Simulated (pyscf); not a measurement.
# F–Ti(F)(F)–F (SMILES [F][Ti]([F])([F])[F]), singlet

Gas-phase minimum from PySCF at ωB97X-D3(BJ)/def2-SVP, one conformer. 

```
Ti
F 1 1.7269
F 1 1.7273 2 109.24
F 1 1.7275 2 109.49 3 120.00
F 1 1.7276 2 109.50 3 -119.94
```
Charge 0, spin multiplicity 1.

Properties at ωB97X-D3(BJ)/def2-SVP:

```yaml
harmonic_wavenumbers_unscaled: 196, 197, 223, 224, 224, 760, 847, 847, 848 cm⁻¹
zero_point_energy: 6.2 kcal/mol
rotational_symmetry_number: 12
Entropy of this conformer at 298 K and 1 atm, rigid rotor and harmonic oscillator, modes under 100 cm⁻¹ raised to 100: 304.8 J/(mol K)
dipole_moment: 0.01 D
```

Single-point totals, which compare only within one level:

| level | total energy (hartree) |
|---|---|
| ωB97X-D3(BJ)/def2-TZVP | -1249.30329 |
| PBE/def2-TZVP | -1248.74830 |
| r²SCAN/def2-TZVP | -1249.14782 |
| B3LYP-D3(BJ)/def2-TZVP | -1249.34355 |
| PBE0-D3(BJ)/def2-TZVP | -1248.73725 |
| M06-2X/def2-TZVP | -1249.12048 |
| ωB97M-D3(BJ)/def2-TZVP | -1249.40581 |
